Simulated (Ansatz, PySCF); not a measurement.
Reaction R1 + R2 → P1 + P2, each structure at its B3LYP-D3(BJ)/def2-TZVP stationary point, reached from a drawn start (curvature not checked).
R1: SiH4 (SMILES [SiH4]), charge 0, multiplicity 1.
P1: Si2H6 (SMILES [SiH3][SiH3]), charge 0, multiplicity 1.
R2: ClH3Si (SMILES [SiH3]Cl), charge 0, multiplicity 1.
P2, HCl (SMILES Cl) (charge 0, multiplicity 1):
```xyz
2

Cl     0.0000     0.0000     0.6410
H      0.0000     0.0000    -0.6410
```

P less R. No zero-point or thermal terms.

Cores are frozen in the correlated methods. CBS(a, b) extrapolates the correlation energy as X⁻³ and adds the Hartree–Fock energy of set b.

Codes used: Ansatz (Gaussian orbitals); PySCF for the D3/D4 terms. No computed number here is a measurement.

The comparison value is 92.5 kJ/mol (CCSD(T)/CBS(cc-pV(T+d)Z, cc-pV(Q+d)Z)). It is a level with limits of its own, not the exact answer.

Problem. Order these levels by how close they come to the comparison value for the reaction energy, closest first: CAM-B3LYP/def2-TZVPP, r2SCAN-D4/def2-TZVPP, HF/cc-pV(Q+d)Z, PBE0-D4/def2-TZVPP, PBE/def2-TZVPP. Give each level's value less the comparison value.

Solution. CAM-B3LYP/def2-TZVPP (2.5 kJ/mol), r2SCAN-D4/def2-TZVPP (-5.2 kJ/mol), PBE0-D4/def2-TZVPP (-12.6 kJ/mol), PBE/def2-TZVPP (-16.1 kJ/mol), HF/cc-pV(Q+d)Z (19.1 kJ/mol)

Ansatz is a first-principles code.
